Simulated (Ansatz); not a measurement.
Mulliken charges of `O[SiH2]S[SiH](F)F` from ωB97M-V/def2-TZVPP in Ansatz (PBE0-D4/def2-TZVP geometry).

| atom | x (Å) | y (Å) | z (Å) | charge (e) |
| --- | --- | --- | --- | --- |
| O1 | -1.915 | 0.446 | 1.031 | -0.361 |
| Si2 | -1.175 | -0.803 | 0.274 | 0.387 |
| S3 | -0.084 | -0.189 | -1.472 | -0.275 |
| Si4 | 1.613 | 0.560 | -0.476 | 0.696 |
| F5 | 2.711 | -0.570 | -0.307 | -0.286 |
| F6 | 2.257 | 1.680 | -1.391 | -0.288 |
| H7 | -2.507 | 1.002 | 0.521 | 0.182 |
| H8 | -0.261 | -1.381 | 1.280 | -0.005 |
| H9 | -2.137 | -1.799 | -0.254 | -0.027 |
| H10 | 1.323 | 1.114 | 0.856 | -0.022 |

By hand: the dipole of these point charges (1 e Å = 4.8032 D).

Σ q r = (-0.469, -0.138, 0.372) e Å, of length 0.614 e Å = 2.95 D.

How does the dipole of the full density compare? (An estimate is asked.)

Computed: (-0.501, 0.046, 0.099) e Å, 2.46 D; the point charges give 1.20 times that, at 33° from its direction.

Point charges leave out the atoms' own dipoles, such as those of lone pairs, and Mulliken's split depends on the basis, so the two needn't agree.
